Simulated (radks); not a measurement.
Results of a calculation; reference values are marked as such.
Question: The mean radii <r> (bohr) of the occupied orbitals of an atom or ion are listed with their occupations. Code: a radial shooting solver on a logarithmic mesh with Libxc functionals. Model: non-relativistic Kohn-Sham, LDA (Slater exchange, Perdew-Wang correlation), spin-unpolarised, spherical densities, point nucleus.

orbital  occ.      <r>
1s          2  0.06167
2s          2   0.2831
2p          6   0.2486
3s          2   0.8424
3p          6   0.8742
3d          3   0.9628

Name the element and its charge.

Answer: Z = 25, manganese, charge +4: Mn4+ in [Ar] 3d3. The 1s radius gives Z: for a bare nucleus <r> = 1.5/Z, 0.06 bohr for Z = 25, and screening makes it slightly larger (0.06167 here). The occupations add up to 21, and the charge is Z minus that.
